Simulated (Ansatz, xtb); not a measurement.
A geometry optimisation of CH3AlMgN with r2SCAN-D4/def2-SVP

The starting geometry of this gas-phase doublet was built from a drawn formula by distance geometry and a force field; its bonds are those of `[AlH3-][N+]1=[C][Mg]1`.

```xyz
7

C     0.7695   -0.9172   -2.0942
Al   -1.3439    1.1296   -1.1454
Mg   -0.6767   -2.1107   -2.7160
N    -0.4280   -0.3439   -1.8306
H    -2.9214    0.8891   -1.3099
H    -1.0182    1.2675    0.4292
H    -0.9562    2.4722   -1.9156
```

**Question.** Where would you expect an optimisation with r2SCAN-D4/def2-SVP to take it?

**Answer.** A new bond forms, giving a structure with H5 bridging Mg3 and Al2, given below by its coordinates. Distances that change by over a tenth: C1–Mg3 (1.98 → 2.38 Å), C1–N4 (1.35 → 1.18 Å), Al2–Mg3 (3.66 → 3.05 Å), Mg3–N4 (1.99 → 2.43 Å). Contacts that close: Mg3–H5 (4.00 → 1.90 Å).

The energy falls by 2.81 eV over 18 steps:

| step | E − E(last) (eV) |
| --- | --- |
| 1 | 2.814 |
| 3 | 1.013 |
| 5 | 0.747 |
| 7 | 0.456 |
| 9 | 0.072 |
| 10 | 0.046 |
| 12 | 0.006 |
| 14 | 0.002 |
| 16 | 0.000 |
| 18 | 0.000 |

Final geometry (Å):

```
atom    x (Å)    y (Å)    z (Å)
   C   0.7241  -1.0080  -2.1403
  Al  -1.1792   1.1928  -1.0911
  Mg  -1.5832  -1.5034  -2.4567
   N   0.2000  -0.0525  -1.6760
   H  -2.3302   0.0702  -1.6884
   H  -1.2399   1.2121   0.4930
   H  -1.1665   2.4754  -2.0230
```

From the same start GFN2-xTB ends elsewhere, differing in Mg3–N4 (2.84 against 2.43 Å here), Mg3–H5 (2.47 against 1.90 Å here).

No frequencies were run, so the end isn't proven a minimum. Open shells are spin-unrestricted. Run with Ansatz 0.2.0, 5.2 min on 1 thread of Arm Neoverse N1, with other jobs on the host.
